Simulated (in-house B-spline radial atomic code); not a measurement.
Radial electron density of Si³⁺, [Ne] 3s1. Level of theory: scalar-relativistic (X2C) LDA exchange-only, spin-polarised, spherical fractional occupations, Fermi nucleus of rms radius 3.1224 fm; calculated with a radial B-spline atomic code at the basis-set limit.

Columns: r (bohr), 4πr²n(r) (electrons per bohr), bar.

```
 0.00418   0.3745 #
   0.005   0.5192 #
 0.00599   0.7187 ##
 0.00716   0.9861 ###
 0.00856    1.345 ####
  0.0102    1.812 #####
  0.0123    2.468 #######
  0.0147    3.277 #########
  0.0175    4.272 ############
   0.021    5.551 ###############
  0.0251    7.043 ####################
    0.03    8.745 ########################
  0.0359     10.6 ##############################
  0.0429    12.43 ###################################
  0.0513    14.07 #######################################
  0.0614    15.28 ###########################################
  0.0735    15.78 ############################################
  0.0879    15.43 ###########################################
   0.105    14.26 ########################################
   0.126    12.53 ###################################
    0.15    10.87 ##############################
    0.18    9.794 ###########################
   0.215    9.831 ###########################
   0.257    10.96 ###############################
   0.308    12.65 ###################################
   0.368    13.95 #######################################
    0.44    14.01 #######################################
   0.527    12.45 ###################################
    0.63    9.656 ###########################
   0.754     6.43 ##################
   0.901    3.715 ##########
    1.08    1.948 #####
    1.29    1.135 ###
    1.54   0.8395 ##
    1.85   0.6662 ##
    2.21   0.4565 #
    2.64   0.2389 #
    3.16  0.08864 
    3.78  0.02233 
    4.52 0.003603 
     5.4 0.0003502 
    6.46 1.823e-05
```

On this grid the curve has 2 maxima, near 0.0735, 0.44 bohr.

The 2p down radial function P(r) = rR(r), positive near the nucleus:

```csv
r (bohr),P
0.00418,0.001586
0.00599,0.003167
0.00856,0.006272
0.0123,0.01249
0.0175,0.02419
0.0251,0.04691
0.0359,0.08872
0.0513,0.1628
0.0735,0.288
0.105,0.4797
0.15,0.7405
0.215,1.036
0.308,1.264
0.44,1.295
0.63,1.065
0.901,0.6607
1.29,0.2784
1.85,0.06796
2.64,0.008056
```
